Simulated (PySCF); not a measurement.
SMILES Cl[Si](Cl)(C[Si](C)(C)C)Cl (GFN2-xTB optimised geometry):

```
20

C      1.623     0.675     0.000
Si    -0.280     0.675     0.000
C     -0.940     2.464     0.000
C     -0.954    -0.282     1.502
C     -0.951    -0.163    -1.607
Si    -0.067    -1.720    -2.217
Cl    -1.186    -2.677    -3.617
Cl     0.276    -3.033    -0.715
Cl     1.712    -1.246    -3.058
H      2.024     1.107    -0.912
H      2.016     1.248     0.834
H      2.015    -0.334     0.083
H     -0.652     2.986     0.907
H     -2.024     2.491    -0.060
H     -0.551     3.033    -0.839
H     -0.604     0.154     2.433
H     -0.633    -1.319     1.485
H     -2.040    -0.274     1.527
H     -0.932     0.575    -2.408
H     -2.002    -0.397    -1.443
```

Method: CAM-B3LYP/def2-SVP (PySCF).

What are the frontier orbital energies and the dipole moment?

HOMO-2 -9.97 eV, HOMO-1 -9.95 eV, HOMO -9.67 eV, LUMO 2.04 eV, LUMO+1 2.29 eV; dipole moment 2.16 D.

Meta-Löwdin charges at CAM-B3LYP/def2-SVP: C1 -0.55, Si2 0.92, C3 -0.54, C4 -0.55, C5 -0.66, Si6 0.93, Cl7 -0.26, Cl8 -0.26, Cl9 -0.26, H10 0.11, H11 0.11, H12 0.11, H13 0.11, H14 0.11, H15 0.11, H16 0.11, H17 0.11, H18 0.11, H19 0.13, H20 0.13.
